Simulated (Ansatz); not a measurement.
Total energies of [V(H2O)6]2+ (VO6H12²⁺) from Ansatz at PBE-D4/def2-TZVP, gas phase (1 Eh = 27.2114 eV = 2625.5 kJ/mol). The reference geometry is relaxed at PBE-D4/def2-SVP.

```json
{"state": "charge 2 quartet", "geometry": "reference", "energy (Eh)": "-1401.66001"}
{"state": "charge 3 triplet", "geometry": "reference", "energy (Eh)": "-1401.09035"}
{"state": "charge 3 triplet", "geometry": "relaxed at PBE-D4/def2-SVP", "energy (Eh)": "-1401.10160"}
{"state": "charge 1 quintet", "geometry": "reference", "energy (Eh)": "-1401.91982"}
{"state": "charge 1 quintet", "geometry": "relaxed at PBE-D4/def2-SVP", "energy (Eh)": "-1401.92508"}
```

Other spin states of the ions weren't run at this level and may lie lower.

Work out the vertical ionisation energy to the triplet.

E(charge 3 triplet) − E(charge 2 quartet) = -1401.09035 − (-1401.66001) = 0.56966 Eh = 15.50 eV. For comparison, −ε of the highest occupied level of the spin that leaves is 11.45 eV at this level, 4.05 eV less.

Work out the vertical electron affinity, to the quintet.

E(charge 2 quartet) − E(charge 1 quintet) = -1401.66001 − (-1401.91982) = 0.25981 Eh = 7.07 eV.

Give the fundamental gap IE − EA, the Mulliken electronegativity (IE + EA)/2 and the hardness (IE − EA)/2.

From the values in Eh: IE − EA = 0.56966 − 0.25981 = 0.30985 Eh = 8.43 eV; (IE + EA)/2 = 11.29 eV; (IE − EA)/2 = 4.22 eV.

How much does the charge 3 triplet relax, and what is the adiabatic ionisation energy?

Relaxation: -1401.09035 − (-1401.10160) = 0.01125 Eh = 0.31 eV. Adiabatic ionisation energy: 0.55841 Eh = 15.20 eV, without zero-point energy. 

How much does the charge 1 quintet relax, and what is the adiabatic electron affinity?

Relaxation: -1401.91982 − (-1401.92508) = 0.00526 Eh = 0.14 eV. Adiabatic electron affinity: 0.26507 Eh = 7.21 eV, without zero-point energy. 

  The doublet lies 0.88 eV above the quartet at this level but is left out (at the level of its geometry, ⟨S²⟩ 1.75, where a pure state has 0.75).
